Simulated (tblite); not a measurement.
Compound: C13H11N.
Numbering: `[CH:1]#[C:2]/[CH:3]=[CH:4]/[CH:5]=[CH:6]/[CH:7]=[CH:8]/[c:9]1[cH:10][cH:11][n:12][cH:13][cH:14]1` (hydrogens: H15 on C1; H16 on C3; H17 on C4; H18 on C5; H19 on C6; H20 on C7; H21 on C8; H22 on C10; H23 on C11; H24 on C13; H25 on C14)

Structure optimised with GFN2-xTB, isolated species.

What internal coordinates does the optimisation give?

```csv
bond,length (Å),order
C1≡C2,1.203,triple
C2–C3,1.401,single
C3=C4,1.348,double
C4–C5,1.426,single
C5=C6,1.351,double
C6–C7,1.426,single
C7=C8,1.348,double
C8–C9,1.445,single
"C9–C10, C9–C14",1.400,aromatic
"C10–C11, C13–C14",1.382,aromatic
"C11–N12, N12–C13",1.324,aromatic
C1–H15,1.049,single
C3–H16,1.084,single
C4–H17,1.083,single
C5–H18,1.084,single
C6–H19,1.083,single
C7–H20,1.082,single
C8–H21,1.084,single
"C10–H22, C14–H25",1.079,single
"C11–H23, C13–H24",1.083,single
```

Bonds in one row agree within 0.01 Å and their mean is given. Orders are formal, as drawn. A selection of angles:
```csv
angle,degrees
C2–C1–H15,179.8
C1–C2–C3,178.8
C2–C3–C4,123.6
C2–C3–H16,115.9
C4–C3–H16,120.5
C3–C4–C5,123.1
C3–C4–H17,119.5
C5–C4–H17,117.4
C4–C5–C6,123.8
C4–C5–H18,116.9
C6–C5–H18,119.3
C5–C6–C7,123.6
C5–C6–H19,119.3
C7–C6–H19,117.1
C6–C7–C8,123.3
C6–C7–H20,116.3
C8–C7–H20,120.4
C7–C8–C9,126.7
C7–C8–H21,118.4
C9–C8–H21,114.9
C8–C9–C10,119.3
C8–C9–C14,124.1
C10–C9–C14,116.6
C9–C10–C11,119.4
C9–C10–H22,120.2
C11–C10–H22,120.4
C10–C11–N12,123.6
C10–C11–H23,121.0
N12–C11–H23,115.5
C11–N12–C13,117.5
C9–C14–H25,121.1
```

Torsions: C2–C3–C4–C5 180° (antiperiplanar); C3–C4–C5–C6 180° (antiperiplanar); C4–C5–C6–C7 180° (antiperiplanar); C5–C6–C7–C8 180° (antiperiplanar); C6–C7–C8–C9 180° (antiperiplanar); C7–C8–C9–C10 180° (antiperiplanar).

Of the pairs four or more bonds apart, H20···H25 is among the closest relative to their van der Waals radii: 2.16 Å, 90 % of the sum of Bondi's values. The 6-membered ring C9–C10–C11–N12–C13–C14 has internal angles of 116.6° to 123.9° (sum 720°, against 720° for a flat polygon); it is planar, 0.00 Å rms from its mean plane, widest ring torsion 0°. N12 (pyridine-type nitrogen) is bent (angle 117.5°). The 14 heavy atoms lie in one plane (0.001 Å rms). The 12 C–C bonds span 1.203 Å (C1≡C2, drawn triple) to 1.445 Å (C8–C9, drawn single), a spread of 0.242 Å.

Point group: Cs (every atom within 0.08 Å of its image). Its GFN2-xTB frequencies are all real (lowest 26 cm⁻¹). One conformer, not necessarily the lowest. 2 starts were optimised and ended at 0.00 and 0.03 kcal/mol (GFN2-xTB); the lowest of these is shown.

Hardware: Arm Neoverse V1, one thread, shared host. Cost: 0.67 s of wall time. These figures are those of the optimisation.

The numbers are calculated, not measured.
